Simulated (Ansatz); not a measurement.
AlBH₅Sb, SMILES `[BH2][AlH][SbH2]`. The species carries charge 0 and has multiplicity 1. Sb takes the def2 core potential. The structure was optimised at the PBE0-D4/def2-TZVP level.

```xyz
8

B     0.641   -1.735    0.152
Al    0.733    0.265   -0.491
Sb   -0.759    2.058    0.791
H     1.284   -2.149    1.077
H    -0.119   -2.528   -0.331
H     1.662    0.817   -1.661
H    -1.514    2.403   -0.705
H    -1.928    0.869    1.168
```

(1) What is the dipole moment at ωB97M-V/def2-TZVPP? (Estimate.)

(2) And with PBE, r2SCAN, B3LYP? (Estimate.)

(3) Give the Mulliken charges with ωB97M-V, r2SCAN, PBE in def2-TZVPP. (Best estimate.)

Answers

(1) Ansatz gave: 0.77 D, with components (0.54, -0.55, -0.05) D in this frame, pointing from negative to positive charge.

(2) Computed: PBE 0.30 D, r2SCAN 0.42 D, B3LYP 0.55 D.

(3) The calculation gave: 
| atom | ωB97M-V | r2SCAN | PBE |
| --- | --- | --- | --- |
| B1 | -0.20 | -0.09 | -0.10 |
| Al2 | 0.27 | 0.34 | 0.23 |
| Sb3 | -0.03 | 0.04 | 0.04 |
| H4 | 0.09 | 0.01 | 0.03 |
| H5 | 0.09 | 0.01 | 0.04 |
| H6 | -0.10 | -0.15 | -0.10 |
| H7 | -0.06 | -0.08 | -0.07 |
| H8 | -0.06 | -0.09 | -0.07 |

B3LYP here is the variant with VWN-RPA as its local correlation; programs differ in this.
